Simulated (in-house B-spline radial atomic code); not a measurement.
Response of Yb2+ as one setting changes: the share of exact exchange in a PBE hybrid. A dash marks a strongly mixed or unbound state. Computed with a B-spline radial code for spherical atoms: linear response of the closed shell [Xe] 4f14 with the functional's adiabatic kernel; scalar-relativistic (spin-free one-electron X2C), finite nucleus, no spin-orbit coupling, no double excitations, S, P, D and F terms only; shells from n = 3 respond. Only terms of natural parity with L up to 3 were computed.

Spin-orbit coupling is strong here, so these LS terms don't match observed levels.

```tsv
share of exact exchange in a PBE hybrid	lowest 1P (eV)	lowest 3P, Tamm-Dancoff (eV)	minus highest occupied level (eV)	α (bohr³)
0	4f → 5d 5.399	4f → 5d 3.799	17.627	7.902
0.1	4f → 5d 5.705	4f → 5d 4.040	18.719	7.609
0.2	4f → 5d 6.010	4f → 5d 4.281	19.833	7.354
0.3	4f → 5d 6.313	4f → 5d 4.523	20.968	7.13
0.4	4f → 5d 6.615	4f → 5d 4.766	22.123	6.932
0.5	4f → 5d 6.916	4f → 5d 5.011	23.299	6.757
0.6	4f → 5d 7.216	4f → 5d 5.257	24.493	6.6
0.7	4f → 5d 7.514	4f → 5d 5.504	25.707	6.46
0.8	?	?	?	?
0.9	?	?	?	?
1	4f → 5d 8.405	4f → 5d 6.259	29.457	6.117
```

Problem. What belongs in the row for 0.9?

Solution. lowest 1P (eV): 4f → 5d 8.109; lowest 3P, Tamm-Dancoff (eV): 4f → 5d 6.005; minus highest occupied level (eV): 28.189; α (bohr³): 6.22.

Problem. What belongs in the row for 0.8?

Solution. lowest 1P (eV): 4f → 5d 7.812; lowest 3P, Tamm-Dancoff (eV): 4f → 5d 5.754; minus highest occupied level (eV): 26.939; α (bohr³): 6.334.
